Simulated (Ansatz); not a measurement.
Species: ScF2, net charge 1, singlet state. SMILES: [F][Sc+][F]
Coordinates optimised at B3LYP-D3(BJ)/def2-TZVP (Ansatz, a program for electronic structure):
```xyz
3

Sc     0.3815     0.1848     0.1290
F     -0.6516     0.8883    -1.1210
F     -0.2385    -1.3195     0.8200
```
Charge +1, spin multiplicity 1.

Quantity: vertical electron affinity (to the doublet state of charge +0; a negative value means that the extra electron is unbound and the number depends on the basis; each state is the SCF solution reached for its spin), in eV. Cores are frozen in the correlated levels unless marked. Open shells are spin-unrestricted. Spin-orbit coupling is left out. The frozen core is the preceding noble-gas configuration, with the filled d and f shells of earlier blocks. Non-relativistic. CBS marks a two-point X^-3 extrapolation of the correlation energy; Hartree-Fock from the larger set. [CCSD(T)-MP2]/basis is that difference in the basis named.

```tsv
level	program	vertical electron affinity (eV)
HF/def2-TZVPPD	Ansatz	6.69
HF/def2-QZVPPD	Ansatz	6.68
PBE/def2-TZVPD	Ansatz	6.80
CCSD/def2-SVPD	Ansatz	6.70
CCSD/def2-TZVPPD	Ansatz	6.70
RI-MP2/CBS(def2-TZVPPD,def2-QZVPPD)+[CCSD(T)-MP2]/def2-SVPD	Ansatz	6.67
RI-MP2/CBS(def2-TZVPPD,def2-QZVPPD)+[CCSD(T)-MP2]/def2-TZVPPD	Ansatz	6.67
```
